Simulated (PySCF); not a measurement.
## YCl₃: from structure and modes to constants

These are results of PySCF, B3LYP, basis Y def2-SVP with ECP28, Cl def2-SVP (scalar-relativistic core potentials, no spin–orbit coupling, density fitting), not measurements.

The singlet minimum has D3h symmetry. Masses (u): Y 88.90585, Cl 34.96885.

```xyz
4
charge 0 multiplicity 1, angstrom
Y     0.0000    0.0000    0.0000
Cl    2.4507   -0.0011    0.0000
Cl   -1.2243    2.1229    0.0000
Cl   -1.2263   -2.1218    0.0000
```

Harmonic wavenumbers (cm⁻¹): 41.2 (a2'', ×1), 84.4 (e', ×2), 332.9 (a1', ×1), 392.2 (e', ×2).

(1) Find the principal moments of inertia and the rotational constants. What kind of rotor is it?

(2) What is the harmonic zero-point energy?

(3) Find the vibrational entropy and heat capacity at 298.15 K.

(4) Give the standard entropy (298.15 K, 1 bar) by its translational, rotational, vibrational and spin parts, and Cp.

## Answers

(1) About the centre of mass I = 315.03, 315.03, 630.05 u Å². With B = 16.8576/I this gives 0.05351, 0.05351, 0.02676 cm⁻¹. The molecule is an oblate symmetric top.

(2) Half the sum of all 6 wavenumbers, 1327/2 = 664 cm⁻¹, which is 7.9 kJ/mol (1 cm⁻¹ = 0.0119627 kJ/mol).

(3) With u = 1.43878 ω/T, each mode gives S = R[u/(eᵘ−1) − ln(1−e⁻ᵘ)] and C = R u² eᵘ/(eᵘ−1)².
| ω (cm⁻¹) | u | S (J/(mol K)) | C (J/(mol K)) |
| --- | --- | --- | --- |
| 41.2 | 0.199 | 21.75 | 8.29 |
| 84.4 (×2) | 0.407 | 15.84 | 8.20 |
| 332.9 | 1.606 | 5.21 | 6.74 |
| 392.2 (×2) | 1.892 | 4.15 | 6.22 |
The sums over all modes are S = 67.0 and C = 43.9 J/(mol K); the softest mode gives 32 % of the entropy (each member, where degenerate).

(4) Sackur–Tetrode with M = 193.81 u gives 174.5; rotation with symmetry number 6 gives 108.3; vibration 67.0; spin R ln 1 = 0.0. The total is 349.7 J/(mol K), and Cp = 4 R + 43.9 = 77.1 J/(mol K).

Stability towards spin polarisation was not tested. This need not be the most stable arrangement of these atoms.
